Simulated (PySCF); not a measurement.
Compound: C7H9FNP.
InChI=1S/C7H9FNP/c1-9(2)6-3-4-10-7(8)5-6/h3-5H,1-2H3

Torsions of this conformer, `[CH3:1][N:2]([CH3:3])[c:4]1[cH:5][cH:6][p:7][c:8]([F:9])[cH:10]1`: C1–N2–C4–C5 180°.

The closed-shell ground state was solved at several levels (PySCF, density fitting, gas phase, non-relativistic). Geometry: PBE0-D3(BJ)/def2-SVP; no solvent, vibrations or thermal averaging.

```csv
level,basis functions,total energy (Eh),HOMO (eV),LUMO (eV),gap (eV),dipole (D)
KT3/pcSseg-1,222,-777.0513,-4.91,-1.64,3.27,5.34
CAM-B3LYP/def2-SVPD,279,-767.4890,-6.88,0.03,6.91,5.26
```

What might PBE0/pcSseg-1 (222 basis functions) give for the same quantities?

Total energy -767.4097 Eh, HOMO -5.80 eV, LUMO -0.96 eV, gap 4.84 eV, dipole 5.53 D.

Over all these levels, which gives the widest orbital gap and which the narrowest?

CAM-B3LYP/def2-SVPD (range-separated hybrid) has the widest, 6.91 eV, and KT3/pcSseg-1 (GGA) the narrowest, 3.27 eV. Functional and basis both differ between the two, so the spread mixes both effects.

How far do the dipole and the HOMO energy spread over the levels?

The dipole runs from 5.26 to 5.53 D (mean 5.38 D) and the HOMO from -6.88 to -4.91 eV.
